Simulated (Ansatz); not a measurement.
Geometry optimisation, RHF/def2-SVP (Ansatz).

The input (input.yaml):

```yaml
crystal:
  periodic: [false, false, false]
  atoms:
    - { symbol: Ge, position_ang: [0.0, 0.0, 0.0] }
    - { symbol: F, position_ang: [0.0, 0.0, 2.03] }
    - { symbol: Cl, position_ang: [2.0935, 0.0, -0.7393] }
    - { symbol: Cl, position_ang: [-1.0456, 1.8115, -0.7393] }
    - { symbol: Cl, position_ang: [-1.0456, -1.8115, -0.7393] }
    - { symbol: "N", position_ang: [-2.0973, 0.0, 0.6969] }
    - { symbol: H, position_ang: [-2.8173, -0.6071, 0.2106] }
    - { symbol: H, position_ang: [-2.3831, 0.6071, 1.5174] }
    - { symbol: H, position_ang: [-1.2303, 0.0, 1.7808] }
basis:
  gaussian: { orbitals: def2-SVP }
hamiltonian:
  xc: hf
relax:
  f_tol: 0.15
  max_steps: 25
  restrain:
    - { distance: [0, 5], at: 3.11, k: 30.0 }
    - { distance: [8, 1], at: 2.12, k: 30.0 }
    - { distance: [0, 1], at: 1.68, k: 30.0 }
    - { distance: [8, 5], at: 1.06, k: 30.0 }
```

Command:

```bash
$ ansatz run input.yaml --threads 2 --pin off --max-ram 3072MiB --backend cpu --events-out ev --progress --plain --runs-dir out
```

Question: Where does it end, and by what steps?

Answer: The run converged. The restraints hold the end off the free minimum; the threshold counts their pulls, which the force column leaves out. Restrained pairs: Ge1–N6 (2.21 → 3.13 Å), F2–H9 (1.26 → 2.12 Å), Ge1–F2 (2.03 → 1.69 Å), N6–H9 (1.39 → 1.02 Å). After 9 steps the energy has fallen by 5.676 eV (the restraints' own energy left out); N6 moved furthest, 0.83 Å.

```json
{"step": "0", "energy less start (eV)": "0.0000", "largest force component (eV/Å)": "5.497", "accepted": "yes"}
{"step": "1", "energy less start (eV)": "-1.4096", "largest force component (eV/Å)": "4.530", "accepted": "yes"}
{"step": "2", "energy less start (eV)": "-2.6904", "largest force component (eV/Å)": "5.602", "accepted": "yes"}
{"step": "3", "energy less start (eV)": "-4.2853", "largest force component (eV/Å)": "4.033", "accepted": "yes"}
{"step": "4", "energy less start (eV)": "-5.4139", "largest force component (eV/Å)": "1.623", "accepted": "yes"}
{"step": "5", "energy less start (eV)": "-5.6249", "largest force component (eV/Å)": "1.116", "accepted": "yes"}
{"step": "6", "energy less start (eV)": "-5.6732", "largest force component (eV/Å)": "0.974", "accepted": "yes"}
{"step": "7", "energy less start (eV)": "-5.6494", "largest force component (eV/Å)": "1.521", "accepted": "no"}
{"step": "8", "energy less start (eV)": "-5.6772", "largest force component (eV/Å)": "0.904", "accepted": "yes"}
{"step": "9", "energy less start (eV)": "-5.6763", "largest force component (eV/Å)": "0.956", "accepted": "yes"}
```

```xyz
9
Properties=species:S:1:pos:R:3
Ge 0.169 0.025 -0.108
F 0.250 -0.058 1.579
Cl 2.201 0.062 -0.728
Cl -0.732 1.824 -0.769
Cl -0.718 -1.717 -0.922
N -2.597 -0.050 1.354
H -2.760 -0.632 0.559
H -2.521 0.917 1.118
H -1.819 -0.370 1.934
```

The run took 22 s on 2 threads of Intel(R) Xeon(R) 6975P-C (Granite Rapids) (shared host), peak memory 0.37 GiB.
